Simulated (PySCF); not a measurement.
Static response to an electric field

C5H8O2.
Structure used (GFN2-xTB), in Å, numbered top down from 1:
```
atom  x, y, z in Å
C1    -2.0698    0.0667   -0.0380
C2    -0.8056   -0.3372   -0.7850
C3     0.3438   -0.5872    0.1881
O4     1.6026   -0.8877   -0.4425
C5     2.2490    0.2612    0.1116
C6     0.9654    0.6473    0.8083
O7     0.6002    1.5441    1.5062
H8    -2.8728    0.2635   -0.7433
H9    -2.3889   -0.7263    0.6348
H10   -1.8929    0.9657    0.5473
H11   -0.9698   -1.2503   -1.3598
H12   -0.5119    0.4503   -1.4822
H13    0.0688   -1.3621    0.9135
H14    3.0800   -0.0015    0.7721
H15    2.5976    0.9615   -0.6529
```

Level: wB97X-D/def2-SVPD (PySCF), static field, nuclei fixed, core orbitals frozen in the response. The polarisability tensor in these axes (au):

```
x   73.08  1.59 -0.31
y    1.59 59.52  5.25
z   -0.31  5.25 58.14
```

Question: Give the principal values, the mean and the anisotropy Δα = √{½[(α1 − α2)² + (α2 − α3)² + (α1 − α3)²]}.

Answer: Principal values 53.45, 64.02 and 73.27 au; mean 63.58 au = 9.42 Å³ = 10.48 × 10⁻⁴⁰ C²·m²/J; Δα = 17.18 au (27 % of the mean).

Question: What is the dipole moment, and where does it point?

Answer: (-0.14, -0.77, -0.78) D, 1.10 D in size, pointing from the negative to the positive side. Measured along this direction, the outermost atoms are O7 at the negative end and H11 at the positive end.

Question: What molar refraction does this α imply?

Answer: Lorentz–Lorenz: R = (4π/3)N_A α = 2.5225 cm³/(mol·Å³) × 9.42 Å³ = 23.8 cm³/mol, in the limit of long wavelengths.

Question: Rayleigh depolarisation ratio (linearly polarised light, static tensor)?

Answer: ρ = 3Δα²/(45ᾱ² + 4Δα²) = 885.5/(181911 + 1180.7) = 0.00484.

Question: Along which axes do the principal values lie, and how far do the nuclei extend along each?

Answer: Largest value along (0.99, 0.12, 0.02), where the nuclei span 5.91 Å; middle along (-0.11, 0.74, 0.67), 3.80 Å; least along (0.07, -0.66, 0.75), 3.03 Å. The response follows the extents in order.

Question: Refractivity n − 1 of an ideal gas of it at 298.15 K and 1 atm, from the electronic α?

Answer: N = p/kT = 2.4615 × 10¹⁹ cm⁻³, so n − 1 = 2π × N × 9.42 × 10⁻²⁴ cm³ = 1457 × 10⁻⁶ at long wavelengths, for an ideal gas.

Question: Orientational against electronic polarisability at 273 K (dilute gas, rigid molecules)?

Answer: In Gaussian units μ²/3kT = 10.73 Å³ against 9.42 Å³, a ratio of 1.14; the Debye molar polarisation (4π/3)N_A(α + μ²/3kT) is 50.8 cm³/mol, leaving out the vibrational part.

One conformer (not necessarily the lowest) at the GFN2-xTB geometry, without solvent, vibrations or thermal averaging.
